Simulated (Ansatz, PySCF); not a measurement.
CHBNO, SMILES `N#C[B-]O` (lower singlet) (charge -1, multiplicity 1). This singlet lies 0.52 eV below the relaxed triplet at the level B3LYP-D3(BJ)/def2-TZVPD (PySCF).

Calculation: frozen-core fic-MRCISD+Q@CASSCF(2e,2o)/aug-cc-pVTZ // B3LYP-D3(BJ)/def2-TZVPD run with Ansatz (a quantum-chemistry and plane-wave program).

Ansatz 0.2 input:
```yaml
crystal:
  periodic: [false, false, false]
  atoms:
    - { symbol: N, position_ang: [2.064467, -0.449051, -0.044456] }
    - { symbol: C, position_ang: [1.013278, 0.05194, -0.011541] }
    - { symbol: B, position_ang: [-0.290636, 0.960277, 0.041308] }
    - { symbol: O, position_ang: [-1.461965, 0.200386, 0.027135] }
    - { symbol: H, position_ang: [-1.325145, -0.763551, -0.012446] }
basis:
  gaussian: { orbitals: aug-cc-pVTZ }
correlation:
  method: fic_mrcisd_q
  active_space: { window: { electrons: 2, orbitals: 2 } }
total_charge: -1
```

Output:

```
Functional definition: HF
1234 factors; integrals over basis functions are off by at most 1.2e-3 eV
mean field evaluation 1: about -5236.1983 eV, gradient 2.5e1 eV
mean field evaluation 2: about -5236.2038 eV, gradient 2.5e1 eV
mean field evaluation 4: about -5238.0887 eV, gradient 5.2e0 eV
mean field evaluation 8: about -5238.1832 eV, gradient 2.0e-1 eV
mean field -5238.18366935 eV, -192.4996992804 hartree, gradient 4.6e-6 eV, S^2 0.000000; 0 other end points of the search recorded, 0 dependent functions left out; unrestricted orbitals would lower it
reference -5238.18366935 eV, -192.4996992804 hartree; 14, 14 occupied and 193, 193 virtual orbitals, 1234 factors
state -5238.92215303 eV, -192.5268380549 hartree
contracted CI cycle   1: correlation 0.00000000 eV, 0.0000000000 hartree, residual 4.80e1 eV
contracted CI cycle   2: correlation -15.32351488 eV, -0.5631287852 hartree, residual 7.71e0 eV
contracted CI cycle   3: correlation -15.82355656 eV, -0.5815049781 hartree, residual 1.44e0 eV
contracted CI cycle   4: correlation -15.84337770 eV, -0.5822333913 hartree, residual 3.75e-1 eV
contracted CI cycle   5: correlation -15.84481997 eV, -0.5822863940 hartree, residual 9.52e-2 eV
contracted CI cycle   6: correlation -15.84491307 eV, -0.5822898152 hartree, residual 2.46e-2 eV
contracted CI cycle   7: correlation -15.84491997 eV, -0.5822900689 hartree, residual 7.52e-3 eV
contracted CI cycle   8: correlation -15.84492061 eV, -0.5822900923 hartree, residual 2.41e-3 eV
contracted CI cycle   9: correlation -15.84492067 eV, -0.5822900944 hartree, residual 6.91e-4 eV
state -5238.92215303 eV, -192.5268380549 hartree; corrected -5257.21697203 eV, -193.1991602524 hartree
state -5238.61137619 eV, -192.5154172167 hartree
contracted CI cycle   1: correlation 0.00000000 eV, 0.0000000000 hartree, residual 4.83e1 eV
contracted CI cycle   2: correlation -15.51783438 eV, -0.5702698952 hartree, residual 7.75e0 eV
contracted CI cycle   3: correlation -16.03176769 eV, -0.5891565960 hartree, residual 1.37e0 eV
contracted CI cycle   4: correlation -16.05069771 eV, -0.5898522611 hartree, residual 3.59e-1 eV
contracted CI cycle   5: correlation -16.05219660 eV, -0.5899073446 hartree, residual 1.07e-1 eV
contracted CI cycle   6: correlation -16.05231770 eV, -0.5899117948 hartree, residual 2.99e-2 eV
contracted CI cycle   7: correlation -16.05232800 eV, -0.5899121733 hartree, residual 9.23e-3 eV
contracted CI cycle   8: correlation -16.05232897 eV, -0.5899122091 hartree, residual 2.95e-3 eV
contracted CI cycle   9: correlation -16.05232908 eV, -0.5899122129 hartree, residual 9.41e-4 eV
contracted CI cycle  10: correlation -16.05232909 eV, -0.5899122132 hartree, residual 2.87e-4 eV
state -5238.61137619 eV, -192.5154172167 hartree; corrected -5257.16395501 eV, -193.1972119130 hartree
state -5238.92215303 eV, -192.5268380549 hartree; corrected -5257.21697203 eV, -193.1991602524 hartree
Total energy: -5257.21697203 eV, -193.1991602524 hartree
```
